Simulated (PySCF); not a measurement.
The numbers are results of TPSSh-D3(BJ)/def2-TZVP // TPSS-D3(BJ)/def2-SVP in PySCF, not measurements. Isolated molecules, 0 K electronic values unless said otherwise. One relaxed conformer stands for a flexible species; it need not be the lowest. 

Reference species: [Zn(Cl)2] (neutral, multiplicity 1).

```
Property                                    Result
----------------------------------------  --------
LUMO                                      -2.16 eV
charge on the central atom (meta-Löwdin)    1.23 e
HOMO                                      -8.39 eV
```

Changed species: [Zn(Cl)(OH)] (1 of 2 Cl replaced by OH; the reference has 0 of 2 Cl replaced by OH).

Task: Predict the effect on the LUMO, charge on the central atom (meta-Löwdin) and HOMO.

Result: the LUMO rises by 0.32 eV, to -1.84 eV; the charge on the central atom (meta-Löwdin) increases by 0.03 e, to 1.26 e; the HOMO goes up by 0.65 eV, to -7.74 eV.
